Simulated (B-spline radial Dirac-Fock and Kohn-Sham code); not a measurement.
## Neutral technetium: differential elastic cross section for electrons at 814 eV

Level of theory: relativistic (Dirac) partial waves in the static field of the Dirac-Fock atom with Furness-McCarthy exchange, without polarisation or absorption potentials; a radial atomic solver.

Input of the calculation (task.json; shells as n, l, electrons):

```json
{"items": [{
  "Z": 43,
  "q": 0,
  "cfg": [[1, 0, 2], [2, 0, 2], [2, 1, 6], [3, 0, 2], [3, 1, 6], [3, 2, 10], [4, 0, 2], [4, 1, 6], [4, 2, 5], [5, 0, 2]],
  "A": 97,
  "rrms": 4.4112,
  "do": "elastic",
  "energies": [[814.0, 0]],
  "theta": [5, 10, 15, 20, 25, 30, 35, 40, 45, 50, 55, 60, 65, 70, 75, 80, 85, 90, 95, 100, 105, 110, 115, 120, 125, 130, 135, 140, 145, 150, 155, 160, 165, 170, 175]
}]}
```

Launch: `python xray2_run.py task.json out`

```csv
θ (°),dσ/dΩ (Å²/sr),Sherman function
5,22.3,0.000
10,5.96,0.000
15,1.95,-0.001
20,0.813,0.000
25,0.436,0.003
30,0.280,0.006
35,0.194,0.008
40,0.139,0.008
45,0.100,0.004
50,0.0739,-0.004
55,0.0556,-0.015
60,0.0432,-0.028
65,0.0354,-0.037
70,0.0310,-0.037
75,0.0293,-0.027
80,0.0291,-0.010
85,0.0294,0.008
90,0.0290,0.026
95,0.0272,0.043
100,0.0237,0.059
105,0.0186,0.078
110,0.0127,0.101
115,0.00729,0.125
120,0.00389,0.097
125,0.00423,-0.065
130,0.00982,-0.100
135,0.0217,-0.076
140,0.0403,-0.056
145,0.0649,-0.041
150,0.0944,-0.031
155,0.126,-0.023
160,0.158,-0.017
165,0.187,-0.012
170,0.211,-0.008
175,0.225,-0.004
```

The total elastic cross section is 3.02 Å², the first transport cross section 0.616 Å² and the second, weighted with (3/2) sin²θ, 0.575 Å². The mean deflection is ⟨1 − cos θ⟩ = 0.204, and 8.3 % of the collisions scatter beyond 90°.

On this grid of angles the cross section has minima near 80°, 120°, from interference among the few low partial waves with large phase shifts.

Phase shifts modulo π (rad) for κ = −1 to −5: 1.207, -0.595, 0.788, -0.650, -1.505.
